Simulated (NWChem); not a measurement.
System meant: CrHS₃F; SMILES [F][Cr](=[S])(=[S])[SH]

The following NWChem deck was run.

```
start job
memory heap 200 mb stack 900 mb global 1100 mb
geometry units angstroms noautoz
  Cr    -0.007605     0.095015     0.235305
  S     -1.576716     0.996690    -0.601140
  S      1.693590     0.778323    -0.535800
  F     -0.045555     0.255283     1.936045
  S     -0.005109    -1.996618    -0.392882
  H     -1.351296    -2.173363    -0.226211
end
basis spherical
  Cr library def2-svp
  S library def2-svp
  F library def2-svp
  H library def2-svp
end
dft
  xc xpbe96 cpbe96
  iterations 4
  mulliken
end
task dft energy
```

End of the output:

```
    Atom       Charge   Shell Charges
 -----------   ------   -------------------------------------------------------
    1 Cr  24    27.08   2.00  2.00  1.93  0.36  0.12  5.99  5.88  1.30  5.42  2.06  0.01
    2 S   16    14.35   2.00  1.96  1.00  0.71  5.76  1.28  1.58  0.06
    3 S   16    14.35   2.00  1.96  1.00  0.71  5.76  1.28  1.58  0.06
    4 F    9     9.49   1.98  1.04  0.76  3.56  2.16  0.01
    5 S   16    15.73   2.00  1.95  1.00  0.66  5.80  1.84  2.41  0.06
    6 H    1     1.01   0.63  0.30  0.08

 center of mass
 --------------
 x =   0.02492806 y =   0.02663693 z =   0.03465044

 moments of inertia (a.u.)
 ------------------
        1023.819677455877           0.000000000000           0.000000000000
           0.000000000000         967.310472116603          -0.000000000000
           0.000000000000          -0.000000000000        1279.411684820961

     Multipole analysis of the density
     ---------------------------------

     L   x y z        total         alpha         beta         nuclear
     -   - - -        -----         -----         ----         -------
     0   0 0 0     -0.000000    -41.000000    -41.000000     82.000000

     1   1 0 0      1.334236      0.667118      0.667118     -0.000000
     1   0 1 0      3.477426      1.738713      1.738713     -0.000000
     1   0 0 1     -6.491466     -3.245733     -3.245733     -0.000000

     2   2 0 0    -13.010545   -163.084278   -163.084278    313.158011
     2   1 1 0     -6.583214     -6.079241     -6.079241      5.575267
     2   1 0 1     -1.513767     -0.815827     -0.815827      0.117888
     2   0 2 0    -28.710062   -183.564108   -183.564108    338.418154
     2   0 1 1     -6.062789     -2.516901     -2.516901     -1.028987
     2   0 0 2    -45.302504   -108.112234   -108.112234    170.921965

 ------------------------------------------------------------------------
 dft energy failed                                                                                  0
 ------------------------------------------------------------------------
 ------------------------------------------------------------------------
  current input line :
    22: task dft energy
 ------------------------------------------------------------------------
 ------------------------------------------------------------------------
 This type of error is most commonly associated with calculations not reaching convergence criteria
 ------------------------------------------------------------------------
 For more information see the NWChem manual at https://nwchemgit.github.io

0:dft energy failed:Received an Error in Communication
```

### Question
Can this run be used? If not, why, and what is the fix?

### Answer
Convergence was not reached. Cause: the SCF was allowed too few iterations. This input runs:
```
start job
memory heap 200 mb stack 900 mb global 1100 mb
geometry units angstroms noautoz
  Cr    -0.007605     0.095015     0.235305
  S     -1.576716     0.996690    -0.601140
  S      1.693590     0.778323    -0.535800
  F     -0.045555     0.255283     1.936045
  S     -0.005109    -1.996618    -0.392882
  H     -1.351296    -2.173363    -0.226211
end
basis spherical
  * library def2-svp
end
dft
  xc xpbe96 cpbe96
  iterations 150
  mulliken
end
task dft energy
```
It converges to -2338.21378 Ha (PBE/def2-SVP).
